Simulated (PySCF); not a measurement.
PySCF 2.14 output of an unrestricted BLYP calculation on a single atom or ion in aug-cc-pVDZ-DK (5s4p2d, 27 functions), with the spin-free X2C one-electron Hamiltonian (Gaussian nucleus):

```
SCF conv_tol = 1e-09
number electrons alpha = 8  beta = 6
    A. D. Becke.,  Phys. Rev. A 38, 3098 (1988)
    C. Lee, W. Yang, and R. G. Parr.,  Phys. Rev. B 37, 785 (1988)
    B. Miehlich, A. Savin, H. Stoll, and H. Preuss.,  Chem. Phys. Lett. 157, 200 (1989)
cycle= 1 E= -397.975193185344  delta_E= -0.00398  |g|= 0.0102  |ddm|= 0.316
cycle= 2 E= -397.975225731226  delta_E= -3.25e-05  |g|= 0.000915  |ddm|= 0.024
cycle= 3 E= -397.975226134382  delta_E= -4.03e-07  |g|= 9.99e-05  |ddm|= 0.00276
cycle= 4 E= -397.975226142989  delta_E= -8.61e-09  |g|= 1.62e-05  |ddm|= 0.000449
cycle= 5 E= -397.975226143119  delta_E= -1.31e-10  |g|= 1.24e-07  |ddm|= 9.8e-05
converged SCF energy = -397.975226143119  <S^2> = 2.0019699  2S+1 = 3.001313
```

The run itself started from symmetry-adapted Hartree-Fock orbitals and held the occupation by maximum overlap, on a logarithmic radial grid, so the iterations belong to that start.

Problem. Which element, charge and spin multiplicity is this?

Solution. S²⁺ (sulfur, charge +2), multiplicity 3; the state was [Ne] 3s2 3p2, high-spin 3P determinant.
